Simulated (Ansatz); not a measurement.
## Cost against result

The pair of HF (SMILES F, atoms 1–2) and BF3 (SMILES FB(F)F, atoms 3–6), both closed shells, in one local arrangement (a lower one may exist), relaxed at PBE0-D4/def2-TZVP:

```json
{"atom": "F1", "x (Å)": "-0.0638", "y (Å)": "-0.4031", "z (Å)": "-1.5688"}
{"atom": "H2", "x (Å)": "0.1394", "y (Å)": "0.4045", "z (Å)": "-1.9670"}
{"atom": "F3", "x (Å)": "0.2871", "y (Å)": "1.2432", "z (Å)": "0.5887"}
{"atom": "B4", "x (Å)": "-0.0211", "y (Å)": "-0.0122", "z (Å)": "0.8535"}
{"atom": "F5", "x (Å)": "0.9353", "y (Å)": "-0.8828", "z (Å)": "1.0704"}
{"atom": "F6", "x (Å)": "-1.2770", "y (Å)": "-0.3495", "z (Å)": "1.0233"}
```

Interaction energies are counterpoise-corrected; the time is that of the whole pair.

Computed with Ansatz 0.2.0 (basis: as named in each row); correlated methods freeze the cores. B3LYP uses VWN-RPA correlation. Extrapolation: Hartree–Fock as exp(−7.88 √X), correlation as X^−2.97.

Times are rough, for one single point on 4 threads of a shared host (Intel Xeon Platinum 8259CL).

The estimate by CCSD(T) at an estimated basis limit (MP2 extrapolated from triple and quadruple zeta, plus CCSD(T) − MP2 in triple zeta) is -3.79 kcal/mol.

```tsv
method	basis	time (s)	interaction energy (kcal/mol)	method less estimate
HF	STO-3G	under 1	-1.84	1.94
PBE-D4	STO-3G	under 1	-3.58	0.20
SPW92	def2-SVP	under 1	-6.31	-2.52
PBE-D4	def2-SVP	under 1	-3.79	-0.01
B3LYP-D4	6-31G	under 1	-5.55	-1.77
PBE0-D4	def2-SVP	under 1	-4.20	-0.42
PBE-D4	def2-TZVPPD	1	-3.21	0.58
revPBE-D4	def2-TZVPPD	1	-2.46	1.32
wB97M-V	def2-SVP	1	-4.67	-0.88
BLYP-D4	def2-TZVPPD	1	-2.75	1.03
PBE0-D4	def2-TZVPPD	2	-3.57	0.22
CCSD(T)	def2-SVP	2	-2.86	0.92
r2SCAN-D4	def2-TZVPPD	2	-4.58	-0.79
B3LYP-D4	def2-TZVPPD	2	-3.40	0.39
HSE06-D4	def2-TZVPPD	2	-3.53	0.25
B2PLYP	def2-TZVPPD	3	-2.92	0.87
B97M-V	def2-TZVPPD	4	-4.26	-0.47
wB97X-V	def2-TZVPPD	4	-3.88	-0.10
wB97M-V	def2-TZVPPD	4	-4.03	-0.24
MP2	def2-QZVPPD	10	-3.33	0.46
CCSD(T)	def2-TZVPPD	58	-3.33	0.45
```

T1 diagnostic: at most 0.013.
